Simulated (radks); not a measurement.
Results of a calculation; reference values are marked as such.
Isoelectronic series with 19 electrons, each ion in its NIST ground configuration. Level of theory: scalar-relativistic Kohn-Sham, r2SCAN, spin-polarised, spherical densities, finite nucleus; open shells are filled with parallel spins first; meta-GGA in the generalised Kohn-Sham scheme; Fermi nuclear charge, rms radius of each element as measured or else 0.836 A^(1/3) + 0.57 fm (a radial shooting solver on a logarithmic mesh with Libxc functionals). Total energies (hartree) and mean radii <r> (bohr):

| ion | configuration | E (hartree) | 3p down | 3p up | 3s down | 3s up |
|---|---|---|---|---|---|---|
| K | [Ar] 4s1 | -602.27879 | 1.431 | 1.435 | 1.273 | 1.271 |
| Ca+ | [Ar] 4s1 | -680.29653 | 1.265 | 1.269 | 1.157 | 1.156 |
| Sc2+ | [Ar] 3d1 | -763.53941 | 1.162 | 1.164 | 1.075 | 1.075 |
| Ti3+ | [Ar] 3d1 | -852.02433 | 1.058 | 1.057 | 0.9944 | 0.9931 |
| V4+ | [Ar] 3d1 | -945.67949 | 0.9700 | 0.9683 | 0.9239 | 0.9222 |
| Cr5+ | [Ar] 3d1 | -1044.50822 | 0.8961 | 0.8940 | 0.8625 | 0.8606 |
| Mn6+ | [Ar] 3d1 | -1148.51891 | 0.8330 | 0.8308 | 0.8086 | 0.8067 |
| Fe7+ | [Ar] 3d1 | -1257.72277 | 0.7784 | 0.7763 | 0.7611 | 0.7592 |
| Co8+ | [Ar] 3d1 | -1372.13285 | 0.7307 | 0.7287 | 0.7187 | 0.7170 |
| Ni9+ | [Ar] 3d1 | -1491.76401 | 0.6887 | 0.6867 | 0.6808 | 0.6792 |
| Cu10+ | [Ar] 3d1 | -1616.63170 | 0.6513 | 0.6495 | 0.6467 | 0.6452 |
| Zn11+ | [Ar] 3d1 | -1746.75365 | 0.6178 | 0.6161 | 0.6159 | 0.6144 |
